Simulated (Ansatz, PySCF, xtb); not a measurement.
Torsion S1–Te2–Ge3–H5 in GeH4STe (SMILES S[Te][GeH3]); at each angle all else is relaxed with GFN2-xTB, and the levels are single points there.
Geometry at 60° (charge 0, multiplicity 1):
```xyz
7

S      2.45819     0.47210     0.07418
Te     0.98528    -1.16579     1.02520
Ge    -1.14472     0.01284     0.34098
H      2.61873    -0.08658    -1.11805
H     -1.28469     0.19840    -1.14298
H     -2.31382    -0.81147     0.78088
H     -1.32177     1.37577     0.93938
```

On the grid 0° to 120°, 0° is the highest and 60° the lowest point at MP2/CBS(def2-TZVPP, def2-QZVPP) + ΔCCSD(T)/def2-TZVPP.

Cores are frozen in the correlated methods. Filled d and f shells under p-block atoms count as core.

Run with Ansatz (a quantum-chemistry and plane-wave program); PySCF for the dispersion terms; xtb for the GFN methods. Values without a source in brackets are computed. In def2 rows elements past Kr take small-core potentials, without spin–orbit coupling.

```csv
level,energy at 0° less that at 60° (kJ/mol)
GFN1-xTB,2.1
PBE-D3(BJ)/def2-TZVPP,3.6
r2SCAN-D4/def2-TZVPP,4.2
PBE0-D4/def2-TZVPP,3.9
wB97X-V/def2-TZVPP,4.1
MP2/def2-TZVPP,4.7
SCS-MP2/def2-SVP,___
CCSD/def2-TZVPP,4.5
CCSD(T)/def2-TZVPP,4.4
```

Problem. Complete the blanks.

Solution. 
- SCS-MP2/def2-SVP, energy at 0° less that at 60° (kJ/mol): 6.2
